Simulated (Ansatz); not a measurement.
C₂H₇ISi, SMILES `CC([SiH3])I`: the same geometry under several functionals.

```yaml
crystal:
  periodic: [false, false, false]
  atoms:
    - {symbol: C, position_ang: [-0.925817, 1.058647, -0.235771]}
    - {symbol: C, position_ang: [-0.391118, -0.162643, 0.483093]}
    - {symbol: Si, position_ang: [1.323862, -0.709235, -0.070563]}
    - {symbol: I, position_ang: [-1.703726, -1.855524, 0.188330]}
    - {symbol: H, position_ang: [-0.962465, 0.903617, -1.315955]}
    - {symbol: H, position_ang: [-1.930086, 1.321553, 0.102119]}
    - {symbol: H, position_ang: [-0.267739, 1.912439, -0.040146]}
    - {symbol: H, position_ang: [-0.410604, -0.021537, 1.564808]}
    - {symbol: H, position_ang: [2.274845, 0.419312, 0.144284]}
    - {symbol: H, position_ang: [1.286574, -1.040515, -1.517012]}
    - {symbol: H, position_ang: [1.771775, -1.883113, 0.717413]}
basis:
  gaussian: {orbitals: def2-TZVPP}
hamiltonian: {xc: {name: B2PLYP}}
```

```sh
$ ansatz run in.yaml --threads 4 --pin off --events-out ev --progress --plain --max-ram 10444MiB
```

It prints (some lines left out):

```
Functional definition: B2PLYP
1627 factors; integrals over basis functions are off by at most 1.0e-3 eV
mean field evaluation 1: about -18145.2331 eV, gradient 4.1e1 eV
mean field evaluation 2: about -18145.3289 eV, gradient 4.1e1 eV
mean field evaluation 4: about -18149.3128 eV, gradient 7.2e0 eV
mean field evaluation 8: about -18149.4049 eV, gradient 3.2e-1 eV
mean field evaluation 16: about -18149.4051 eV, gradient 1.2e-4 eV
mean field -18149.40506625 eV, -666.9783340760 hartree, gradient 6.2e-6 eV, S^2 0.000000; 0 other end points of the search recorded, 0 dependent functions left out
11 core orbitals not correlated: weight in the atoms' cores, before any rotation towards them, 1.000 or more for the frozen orbitals, at most 0.000 for the correlated occupied ones
reference -18149.40524294 eV, -666.9783405692 hartree; 18, 18 occupied and 223, 223 virtual orbitals, 1627 factors
second order -31.71509986 eV of doubles, -0.00000000 eV of singles
Total energy: -18157.96831990 eV, -667.2930278432 hartree
```

Hardware: 4 threads of an Arm Neoverse V1 on a shared host. Wall time 9 s, peak host memory 0.72 GiB.

With the line `hamiltonian: {xc: pbe, dispersion: d4}` and forces (abridged; 3.1 s):

```
Functional definition: PBE
mean field evaluation 16: about -18160.2524 eV, gradient 7.8e-4 eV
mean field -18160.25242796 eV, -667.3769672665 hartree, gradient 1.6e-5 eV, S^2 0.000000
Total energy: -18160.52712487 eV, -667.3870621914 hartree
Atom 0 force     0.007972    -0.009648     0.007392 eV/Å
Atom 1 force     0.096007     0.094351    -0.017381 eV/Å
Atom 2 force     0.029926    -0.019316     0.002163 eV/Å
Atom 3 force    -0.203984    -0.272978    -0.036548 eV/Å
Atom 4 force    -0.009580    -0.018973    -0.215755 eV/Å
Atom 5 force    -0.203408     0.063831     0.062575 eV/Å
Atom 6 force     0.125372     0.176208     0.033497 eV/Å
Atom 7 force    -0.001925     0.025758     0.216375 eV/Å
Atom 8 force     0.105351     0.115769     0.019738 eV/Å
Atom 9 force    -0.000589    -0.033690    -0.148030 eV/Å
Atom 10 force     0.054857    -0.121311     0.075974 eV/Å
Dipole moment:     0.080612     0.319839     0.062762 e Å
```
